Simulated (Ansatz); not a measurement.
The cluster SiMo3⁺. Charge 1, multiplicity 2. Geometry PBE0-D4/def2-SVP; atoms count from 1.

```xyz
4

Mo   -1.346   -0.232    0.173
Mo    0.163    1.352    0.566
Mo    0.368    0.184   -1.314
Si    0.816   -1.305    0.575
```

In the def2 sets Mo takes a core potential; there is no spin–orbit coupling. No other spin state of charge 1 was run. The structure comes from a short search, and lower isomers may exist.

(1) Estimate the Mulliken populations from the PBE0/def2-TZVP orbitals of Ansatz.

(2) Where does the spin sit?

(3) And the Mayer bond orders between bonded heavy atoms (over 0.3)?

## Answers

(1) 
```csv
atom,charge (e),spin (α − β),d electrons
Mo1,0.36,0.00,4.71
Mo2,0.36,0.82,4.69
Mo3,0.36,0.00,4.71
Si4,-0.07,0.19,–
```
Mulliken values and Mayer orders depend strongly on the basis.

(2) Summed by element: Mo 0.81, Si 0.19, of 1 unpaired in all. Largest on single atoms: Mo2 0.82, Si4 0.19, Mo1 0.00.

(3) Mo1–Mo2 2.43 (2.22 Å); Mo1–Mo3 2.13 (2.31 Å); Mo1–Si4 1.15 (2.45 Å); Mo2–Mo3 2.43 (2.22 Å); Mo2–Si4 0.67 (2.74 Å); Mo3–Si4 1.15 (2.45 Å).
